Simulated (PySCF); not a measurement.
# Static response to an electric field

Compound: C6H14Si.
Cartesian coordinates in Å at the PBE0-D3(BJ)/def2-SVP level; atoms count from 1:
```
atom  x, y, z in Å
C1    -2.161    0.421    1.324
C2    -1.171    0.397    0.169
C3    -0.823   -1.026   -0.291
C4     0.247   -0.958   -1.391
Si5    1.369    0.467   -0.820
C6     3.011   -0.094   -0.095
C7     0.152    1.122    0.482
H8    -1.742   -0.092    2.206
H9    -3.104   -0.083    1.060
H10   -2.403    1.453    1.623
H11   -1.638    0.909   -0.694
H12   -0.429   -1.585    0.579
H13   -1.726   -1.567   -0.620
H14    0.769   -1.916   -1.537
H15   -0.214   -0.695   -2.358
H16    1.634    1.455   -1.916
H17    3.562    0.753    0.341
H18    2.850   -0.839    0.700
H19    3.650   -0.552   -0.866
H20    0.034    2.217    0.497
H21    0.506    0.827    1.486
```

Level: B3LYP/def2-SVPD (PySCF), static field, nuclei fixed, core orbitals frozen in the response. The polarisability tensor in these axes (au):

```
x   110.73   1.55  -6.81
y     1.55  90.88   2.63
z    -6.81   2.63  92.54
```

Problem. What are the eigenvalues, a third of the trace, and Δα (Δα² = ½Σ(αi − αj)² over the three pairs)?

Solution. Principal values 87.57, 93.57 and 113.02 au; mean 98.05 au = 14.53 Å³ = 16.17 × 10⁻⁴⁰ C²·m²/J; Δα = 23.04 au (23 % of the mean).

Problem. What is the dipole moment, and where does it point?

Solution. (0.00, -0.29, 0.29) D, 0.41 D in size, pointing from the negative to the positive side. Measured along this direction, the outermost atoms are H16 at the negative end and H8 and H12 at the positive end.

Problem. Find the Langevin capture rate constant for O2+ (31.990 u) meeting this molecule (114.086 u), k = 2.342 × 10⁻⁹ cm³/s × √(α in Å³ / reduced mass in u).

Solution. The reduced mass is 24.98 u, so k = 1.79 × 10⁻⁹ cm³/s. The formula leaves out the permanent dipole, which adds to the capture rate.

Problem. Refractivity n − 1 of an ideal gas of it at 350 K and 1 atm, from the electronic α?

Solution. N = p/kT = 2.0968 × 10¹⁹ cm⁻³, so n − 1 = 2π × N × 14.53 × 10⁻²⁴ cm³ = 1914 × 10⁻⁶ at long wavelengths.

Problem. Orientational against electronic polarisability at 400 K (dilute gas, rigid molecules)?

Solution. In Gaussian units μ²/3kT = 1.00 Å³ against 14.53 Å³, a ratio of 0.07; the Debye molar polarisation (4π/3)N_A(α + μ²/3kT) is 39.2 cm³/mol, leaving out the vibrational part.

Problem. What depolarisation ratio follows for Rayleigh scattering of linearly polarised light, taking the static tensor?

Solution. ρ = 3Δα²/(45ᾱ² + 4Δα²) = 1592.6/(432625 + 2123.5) = 0.00366.

Isolated species at its PBE0-D3(BJ)/def2-SVP geometry (one conformer only).

These values come from a run that also computed excited states. Time: 46 s of wall time. Hardware: one thread of an x86-64 server (shared host).
